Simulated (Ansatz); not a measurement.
Ansatz (a quantum-chemistry and plane-wave program) input (B3LYP/6-31G*):

Ansatz 0.2 input:
```yaml
crystal:
  periodic: [false, false, false]
  atoms:
    - {symbol: Si, position_ang: [-0.01646950, 0.01731768, 0.93641135]}
    - {symbol: Cl, position_ang: [1.06105131, 1.22723111, -0.38986665]}
    - {symbol: Cl, position_ang: [-1.04748819, -1.24149273, -0.38129564]}
basis:
  gaussian:
    orbitals: 6-31G*
hamiltonian:
  xc: {name: B3LYP}
output: {forces: true}
```

What final total energy does it give?

-1209.95024 Eh.
